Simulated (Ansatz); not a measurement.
Compare A (`B/C=C/O`) with its isomer B (`CC1BO1`).

Gas-phase electronic energies from Ansatz, PBE0-D4/def2-TZVP geometries. CBS: MP2 limit from def2 TZ/QZ plus the TZ coupled-cluster correction, frozen cores. This one scheme is used for every species. DFT in def2-TZVPP. B3LYP here is the variant with VWN-RPA as its local correlation; programs differ in this. Each species was taken in one conformer, which may not be the lowest.

(1) Which isomer does CCSD(T)/CBS put lower? Give the gap. (Estimate.)

(2) Give E(B) − E(A) in kcal/mol with r2SCAN-D4, PBE0-D4, CCSD/def2-TZVPP, PBE-D4, B2PLYP, CCSD(T)/def2-TZVPP, B3LYP. (Best estimate.)

Largest T1 diagnostic: 0.015.

Results:

(1) Computed: B, by 13.6 kcal/mol.

(2) The calculation gave: r2SCAN-D4 -13.1, PBE0-D4 -13.4, CCSD/def2-TZVPP -13.2, PBE-D4 -13.3, B2PLYP -12.2, CCSD(T)/def2-TZVPP -13.4, B3LYP -10.8. None reverses the order clearly.

In def2-TZVPP, CCSD(T) changes the Hartree–Fock value by −6.5 kcal/mol (the triples alone add −0.2 kcal/mol) and MP2 by −7.9 kcal/mol.
